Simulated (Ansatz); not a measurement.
## Nudged elastic band run: CH₈AlISi₂

input.yaml

```yaml
crystal:
  periodic: [false, false, false]
  atoms:
    - { symbol: Al, position_ang: [-0.92093, 2.322681, 0.07754] }
    - { symbol: C, position_ang: [-0.84095, 0.519621, 0.953946] }
    - { symbol: Si, position_ang: [0.748643, -0.250997, 0.38961] }
    - { symbol: Si, position_ang: [0.636847, -2.2843, -0.778118] }
    - { symbol: I, position_ang: [1.560506, 1.426255, -1.395795] }
    - { symbol: H, position_ang: [-0.3336, 3.551585, 0.887653] }
    - { symbol: H, position_ang: [-1.931768, 2.50757, -1.128629] }
    - { symbol: H, position_ang: [-0.848406, 0.606289, 2.053213] }
    - { symbol: H, position_ang: [-1.701524, -0.092066, 0.636711] }
    - { symbol: H, position_ang: [1.844746, -0.209717, 1.396976] }
    - { symbol: H, position_ang: [1.963235, -2.605957, -1.377436] }
    - { symbol: H, position_ang: [-0.385908, -2.146621, -1.853889] }
    - { symbol: H, position_ang: [0.229511, -3.379043, 0.153018] }
basis:
  gaussian: { orbitals: def2-SVP }
hamiltonian:
  xc: b3lyp
  dispersion: d4
neb:
  order_check: false
  images: 5
  f_tol: 0.2
  max_iterations: 54
  final_atoms:
    - { symbol: Al, position_ang: [-1.73461149, 1.18683513, 1.02677606] }
    - { symbol: C, position_ang: [-0.14948172, 1.42517953, -0.11484636] }
    - { symbol: Si, position_ang: [1.16318176, 0.09677128, 0.02068491] }
    - { symbol: Si, position_ang: [0.34347578, -2.01787392, -0.59292925] }
    - { symbol: I, position_ang: [3.09496563, 0.57668095, -1.48999403] }
    - { symbol: H, position_ang: [-3.02002499, 0.4755638, 0.43139043] }
    - { symbol: H, position_ang: [-1.70660737, 1.70801993, 2.52369568] }
    - { symbol: H, position_ang: [-0.47107365, 1.47065913, -1.1706676] }
    - { symbol: H, position_ang: [0.32942669, 2.3886327, 0.1397623] }
    - { symbol: H, position_ang: [1.72585859, 0.05835547, 1.40217564] }
    - { symbol: H, position_ang: [1.40097504, -3.0605099, -0.46446426] }
    - { symbol: H, position_ang: [-0.15145051, -1.96875455, -1.99923175] }
    - { symbol: H, position_ang: [-0.80423175, -2.37425955, 0.30244823] }
  initial_path:
    images:
      - { positions_ang: [[-0.92093, 2.322681, 0.07754], [-0.84095, 0.519621, 0.953946], [0.748643, -0.250997, 0.38961], [0.636847, -2.2843, -0.778118], [1.560506, 1.426255, -1.395795], [-0.3336, 3.551585, 0.887653], [-1.931768, 2.50757, -1.128629], [-0.848406, 0.606289, 2.053213], [-1.701524, -0.092066, 0.636711], [1.844746, -0.209717, 1.396976], [1.963235, -2.605957, -1.377436], [-0.385908, -2.146621, -1.853889], [0.229511, -3.379043, 0.153018]] }
      - { positions_ang: [[-0.91585112, 2.20717906, 0.44497269], [-0.84734419, 0.62212506, 0.50220451], [0.77091739, -0.14331277, 0.07783911], [0.68143179, -2.22741006, -0.56469276], [1.63211092, 1.08678083, -1.86468721], [-0.35324333, 2.85820965, 1.45255021], [-2.02096068, 2.66057882, -0.30627191], [-1.09219164, 0.41446922, 1.28180869], [-1.49651215, 0.40285354, -0.001855], [1.80875239, 0.08874753, 1.09658017], [1.98234847, -2.64383471, -0.98949689], [-0.31571509, -2.33722762, -1.60994475], [0.18665925, -3.02385855, 0.49579314]] }
      - { positions_ang: [[-0.91077224, 2.09167711, 0.81240538], [-0.85373838, 0.72462912, 0.05046302], [0.79319179, -0.03562854, -0.23393178], [0.72601659, -2.17052012, -0.35126752], [1.70371584, 0.74730666, -2.33357941], [-0.37288667, 2.1648343, 2.01744742], [-2.11015337, 2.81358764, 0.51608517], [-1.33597729, 0.22264944, 0.51040439], [-1.2915003, 0.89777308, -0.64042101], [1.77275877, 0.38721205, 0.79618435], [2.00146193, -2.68171242, -0.60155779], [-0.24552219, -2.52783423, -1.36600051], [0.1438075, -2.6686741, 0.83856827]] }
      - { positions_ang: [[-0.90569336, 1.97617517, 1.17983807], [-0.86013257, 0.82713318, -0.40127847], [0.81546618, 0.07205569, -0.54570267], [0.77060138, -2.11363018, -0.13784228], [1.77532076, 0.4078325, -2.80247162], [-0.39253, 1.47145895, 2.58234464], [-2.19934605, 2.96659646, 1.33844226], [-1.57976293, 0.03082966, -0.26099992], [-1.08648845, 1.39269262, -1.27898701], [1.73676516, 0.68567658, 0.49578852], [2.0205754, -2.71959013, -0.21361868], [-0.17532928, -2.71844085, -1.12205626], [0.10095576, -2.31348965, 1.18134341]] }
      - { positions_ang: [[-1.18199941, 1.71306183, 1.1288174], [-0.62324895, 1.02648196, -0.3058011], [0.93137138, 0.08029422, -0.35690681], [0.62822618, -2.08171143, -0.28953793], [2.21520238, 0.46411532, -2.36497909], [-1.26836167, 1.1394939, 1.8653599], [-2.03509983, 2.54707095, 1.73352673], [-1.21019984, 0.51077282, -0.56422248], [-0.61451674, 1.72467265, -0.80607057], [1.73312964, 0.47656954, 0.79791756], [1.81404195, -2.83323005, -0.29723388], [-0.16736969, -2.46854542, -1.41444809], [-0.20077341, -2.33374628, 0.88837835]] }
      - { positions_ang: [[-1.45830545, 1.44994848, 1.07779673], [-0.38636533, 1.22583075, -0.21032373], [1.04727657, 0.08853275, -0.16811095], [0.48585098, -2.04979268, -0.44123359], [2.65508401, 0.52039813, -1.92748656], [-2.14419333, 0.80752885, 1.14837516], [-1.8708536, 2.12754544, 2.1286112], [-0.84063674, 0.99071598, -0.86744504], [-0.14254503, 2.05665267, -0.33315414], [1.72949411, 0.26746251, 1.1000466], [1.60750849, -2.94686997, -0.38084907], [-0.1594101, -2.21864999, -1.70683992], [-0.50250258, -2.35400292, 0.59541329]] }
      - { positions_ang: [[-1.73461149, 1.18683513, 1.02677606], [-0.14948172, 1.42517953, -0.11484636], [1.16318176, 0.09677128, 0.02068491], [0.34347578, -2.01787392, -0.59292925], [3.09496563, 0.57668095, -1.48999403], [-3.02002499, 0.4755638, 0.43139043], [-1.70660737, 1.70801993, 2.52369568], [-0.47107365, 1.47065913, -1.1706676], [0.32942669, 2.3886327, 0.1397623], [1.72585859, 0.05835547, 1.40217564], [1.40097504, -3.0605099, -0.46446426], [-0.15145051, -1.96875455, -1.99923175], [-0.80423175, -2.37425955, 0.30244823]] }
```

Run as:

```bash
$ ansatz run input.yaml --threads 2 --pin off --max-ram 3072MiB --backend cpu --events-out ev --progress --plain --runs-dir out
```

Output, in part (warnings, iteration lines, the closing report on the highest movable image, with atoms numbered from 0):

```
NEB end point (image 0): max|allowed force component| = 1.407e-2 eV/Å (the criterion of neb.relax_end_points is 4.000e-2)
NEB end point (image 6): max|allowed force component| = 9.869e-3 eV/Å (the criterion of neb.relax_end_points is 4.000e-2)
NEB iter   1: max|band force component| = 2.694e1 eV/Å  barrier→ = 15.0311 eV  barrier← = 14.8406 eV  Δτ_max = 0.1990 Å  (183 SCF iters)
NEB iter   2: max|band force component| = 1.066e1 eV/Å  barrier→ = 5.1450 eV  barrier← = 4.9545 eV  Δτ_max = 0.1999 Å  (152 SCF iters)
NEB iter   3: max|band force component| = 5.995e0 eV/Å  barrier→ = 2.1507 eV  barrier← = 1.9603 eV  Δτ_max = 0.2000 Å  (143 SCF iters)
NEB iter   4: max|band force component| = 2.976e0 eV/Å  barrier→ = 0.8252 eV  barrier← = 0.6348 eV  Δτ_max = 0.1998 Å  (143 SCF iters)
NEB iter   5: max|band force component| = 1.316e0 eV/Å  barrier→ = 0.4202 eV  barrier← = 0.2297 eV  Δτ_max = 0.1571 Å  (142 SCF iters)
NEB iter   6: max|band force component| = 7.096e-1 eV/Å  barrier→ = 0.3212 eV  barrier← = 0.1307 eV  Δτ_max = 0.2000 Å  (147 SCF iters)
NEB iter   7: max|band force component| = 3.200e-1 eV/Å  barrier→ = 0.2867 eV  barrier← = 0.0962 eV  CI = image 4  Δτ_max = 0.2000 Å  (147 SCF iters)
NEB iter   8: max|band force component| = 2.898e-1 eV/Å  barrier→ = 0.2888 eV  barrier← = 0.0983 eV  CI = image 4  Δτ_max = 0.1485 Å  (143 SCF iters)
NEB iter   9: max|band force component| = 1.931e-1 eV/Å  barrier→ = 0.2906 eV  barrier← = 0.1001 eV  CI = image 4  Δτ_max = 0.0000 Å  (277 SCF iters)
Total energy: -31618.30960481 eV, -1161.9514463167 hartree
Atom 0 at    -1.263596     1.917907     1.338622 Å, force     0.044391     0.017724    -0.007305 eV/Å
Atom 1 at    -0.755366     0.948645    -0.299069 Å, force     0.015877    -0.028897     0.028854 eV/Å
Atom 2 at     0.903072     0.050675    -0.248016 Å, force    -0.030470     0.004658     0.025662 eV/Å
Atom 3 at     0.644830    -2.275594    -0.446660 Å, force    -0.017403     0.000258     0.009712 eV/Å
Atom 4 at     2.348215     0.794149    -2.144953 Å, force    -0.003640    -0.004258    -0.010759 eV/Å
Atom 5 at    -0.844825     1.342648     2.758102 Å, force    -0.035782    -0.016261    -0.026415 eV/Å
Atom 6 at    -2.078545     3.274646     1.228970 Å, force     0.003579    -0.013187     0.003142 eV/Å
Atom 7 at    -1.535506     0.191806    -0.511455 Å, force    -0.012265     0.007828    -0.001153 eV/Å
Atom 8 at    -0.777895     1.644737    -1.153887 Å, force    -0.001370     0.024391    -0.003303 eV/Å
Atom 9 at     1.687477     0.396298     0.975317 Å, force     0.011980     0.005521    -0.014177 eV/Å
Atom 10 at     1.954856    -2.984303    -0.415242 Å, force     0.015348     0.007205     0.000414 eV/Å
Atom 11 at    -0.049641    -2.555663    -1.737773 Å, force     0.005786    -0.005321    -0.001951 eV/Å
Atom 12 at    -0.212674    -2.780653     0.670845 Å, force     0.003970     0.000339    -0.002723 eV/Å
Dipole moment:    -0.364644    -0.050816     0.155213 e Å
```

The run converged. The threshold of 0.2 eV/Å is loose, so the images may lie well off the minimum-energy path. The order of the stationary point at the top wasn't checked.

Final band (atoms are numbered from 1 in the order of the input):

```csv
image,path coordinate (Å),energy (eV),dihedral H8–C2–Si3–Si4 (°)
0,0.00,0.000,119
1,1.65,0.025,88
2,3.29,0.147,59
3,4.94,0.246,28
4,6.59,0.291,-5
5,8.61,0.221,-38
6,10.63,0.190,-61
```

The run took 5 min on 2 threads of Arm Neoverse V1, with other jobs on the host, peak memory 0.39 GiB.
